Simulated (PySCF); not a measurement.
Method: r2SCAN-D4/def2-TZVP in PySCF 2.14.0. Isolated molecules, 0 K electronic values unless said otherwise. One relaxed conformer stands for a flexible species; it need not be the lowest. Excitations are Tamm–Dancoff values on a coarser integration grid. The basis has no diffuse functions, so Rydberg states are missing or too high.

Reference species (SMILES): `BNBN` (B–N–B–N torsion 180°) (neutral, multiplicity 1).

* **HOMO**: -6.84 eV
* **T1 excitation (TDA)**: 5.39 eV
* **HOMO–LUMO gap**: 6.03 eV
* **LUMO**: -0.82 eV

Changed species: `NBBN` (N–B–B–N torsion 73°).

Q: Give the shifts of the HOMO, T1 excitation (TDA), HOMO–LUMO gap and LUMO.

A: the HOMO rises by 0.55 eV, to -6.29 eV; the T1 excitation (TDA) falls by 0.45 eV, to 4.94 eV; the HOMO–LUMO gap falls by 0.33 eV, to 5.70 eV; the LUMO rises by 0.22 eV, to -0.60 eV.
